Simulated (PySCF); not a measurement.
C5H3NS2.
SMILES: `s1cc(cc1)SC#N`

The calculation used TDDFT PBE0/def2-SVPD, vertical, gas phase, core orbitals frozen in the response in PySCF 2.14.0, density-fitted response routines. Isolated species at its PBE0-D3(BJ)/def2-SVP geometry (one conformer only). Torsions of this conformer, `[N:1]#[C:2][S:3][c:4]1[cH:5][cH:6][s:7][cH:8]1`: C2–S3–C4–C5 77°.

What does the calculation give for the low-lying excited states?

```csv
state,E (eV),λ (nm),ν̃ (cm⁻¹),f,|μ| (D),"main configurations (H = HOMO, L = LUMO)"
S1,5.18,239.1,41820,0.014,0.83,"H→L+1 (35%), H→L (34%), H-1→L (12%)"
S2,5.30,233.8,42780,0.026,1.13,"H→L+1 (37%), H→L (33%), H-1→L (10%)"
S3,5.69,218.0,45870,0.047,1.48,"H-1→L (65%), H→L (15%)"
S4,5.84,212.5,47070,0.0071,0.57,"H-1→L+1 (48%), H→L+1 (19%), H-2→L (17%)"
S5,5.92,209.5,47730,0.048,1.46,"H-2→L (48%), H-1→L+1 (15%), H→L (10%)"
S6,6.17,201.0,49750,0.0007,0.17,"H-2→L+1 (61%), H-1→L+1 (14%), H→L+2 (11%)"
```

The lowest singlet lies at 5.18 eV (239 nm, ultraviolet) and is weak; its leading configuration is HOMO→LUMO+1 (35%). The largest oscillator strength of a single state is 0.048. Löwdin shares by element: HOMO carbon 40% or more, sulfur 29% or more (atoms not listed hold the other 31%); LUMO carbon 55% or more, sulfur 23% or more (atoms not listed hold the other 22%). The oscillator strengths of these states sum to 0.142; summed over the whole spectrum of an exact calculation they would give the number of electrons, 72 (Thomas–Reiche–Kuhn). The listed states span 0.98 eV, and the widest gap between neighbours is 0.38 eV (S2 to S3). Of the 6 states listed, 4 reach f = 0.01 and none stays under 0.0005. Singlets were solved by full linear response.
